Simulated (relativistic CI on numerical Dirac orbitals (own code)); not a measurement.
**Ce3+: 4d photoemission**

Computed with this model: Dirac-Coulomb-Breit CI, orbitals from a KLI potential per configuration, QED by a radiative potential, valence Slater integrals scaled by 0.8, multiplet model of photoemission in the sudden approximation; configurations [Xe] 4f → [Kr] 4d9 4f 5s2 5p6; 300 K; Lorentzian 1 eV and Gaussian 0.6 eV FWHM. Energies are those of the free ion, without screening or charge transfer. The energies are binding energies and can lie tens of eV above those of solids. S is read from ⟨S²⟩ = S(S + 1).

free ion: ground-state S = 0.50, centroid 145.22 eV. Peaks (eV, height): 140.4 (22), 143.8 (100), 146.2 (69), 149.0 (31), 168.0 (7).

Strongest unbroadened transitions for free ion:

| Energy (eV) | Relative strength |
| --- | --- |
| 139.81 | 9.6 |
| 140.31 | 22.7 |
| 141.31 | 11.5 |
| 142.59 | 100.0 |
| 143.57 | 35.5 |
| 143.67 | 45.5 |
| 143.95 | 78.6 |
| 144.12 | 10.7 |
| 144.93 | 20.8 |
| 145.27 | 20.1 |
| 145.71 | 7.1 |
| 146.15 | 79.9 |
| 146.80 | 41.7 |
| 146.87 | 5.3 |
| 147.74 | 21.7 |
| 148.20 | 3.4 |
| 149.09 | 46.9 |
| 168.04 | 14.0 |
